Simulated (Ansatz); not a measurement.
One change: `OBCF` becomes `FC[BH][SnH3]`.

Ansatz, PBE0-D4/def2-TZVP geometries, multiplicity 1. Each molecule was computed in one conformer, which needn't be the lowest.

Elements past krypton have def2 core potentials.

```tsv
property	`OBCF`
LUMO energy (PBE/def2-TZVPP) / eV	-1.31
size of the dipole moment (PBE/def2-TZVPP) / D	2.41
HOMO–LUMO gap (PBE/def2-TZVPP) / eV	5.68
HOMO–LUMO gap (B3LYP/def2-TZVPP) / eV	7.83
LUMO energy (PBE0/def2-TZVPP) / eV	-0.30
HOMO–LUMO gap (PBE0/def2-TZVPP) / eV	8.29
```

Q: Give the same properties after the change, and the shifts. (An estimate is asked.)

A: Ansatz gave: 
```csv
property,`FC[BH][SnH3]`,shift
LUMO energy (PBE/def2-TZVPP) / eV,-3.21,-1.90
size of the dipole moment (PBE/def2-TZVPP) / D,2.04,-0.37
HOMO–LUMO gap (PBE/def2-TZVPP) / eV,3.61,-2.07
HOMO–LUMO gap (B3LYP/def2-TZVPP) / eV,5.32,-2.51
LUMO energy (PBE0/def2-TZVPP) / eV,-2.27,-1.97
HOMO–LUMO gap (PBE0/def2-TZVPP) / eV,5.70,-2.59
```

With PBE0 the HOMO rises by 0.63 eV and the LUMO falls by 1.97 eV, so the gap narrows by about 2.60 eV. PBE moves the HOMO by 0.17 eV and ωB97M-V by 0.88 eV. Dipoles are sizes alone; their direction can turn.

B3LYP here is the variant with VWN-RPA as its local correlation; programs differ in this.
